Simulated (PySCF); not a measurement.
**Zirconium: highly charged ions in a basis for the neutral atom**

Zr(8+) [Ar] 3d10 4s2 4p2, Zr(9+) [Ar] 3d10 4s2 4p1. Calculation: PySCF 2.14, in aug-cc-pVDZ-PP with ECP28MDF; a scalar-relativistic core potential. No spin-orbit coupling, so a gap to NIST mixes the basis error with missing relativistic terms.

Changed run: basis of the neutral atom used for a highly charged ion. This setting is unsound on purpose.

```csv
species,method,sound run (hartree),changed run (hartree),converged
Zr(8+),UHF,not run,-28.07414,yes
Zr(8+),M06-L,not run,-28.25838,yes
Zr(8+),r2SCAN,not run,-28.22590,yes
Zr(9+),UHF,not run,-22.49684,yes
Zr(9+),M06-L,not run,-22.63017,yes
Zr(9+),r2SCAN,not run,-22.60979,yes
```

Ionisation energy of Zr(8+):

```tsv
method	changed run (eV)	NIST (eV)
UHF	151.77	153 ± 2.2
M06-L	153.15	153 ± 2.2
r2SCAN	152.82	153 ± 2.2
```

The contracted functions were made for the neutral atom and can be too rigid for a highly charged ion.
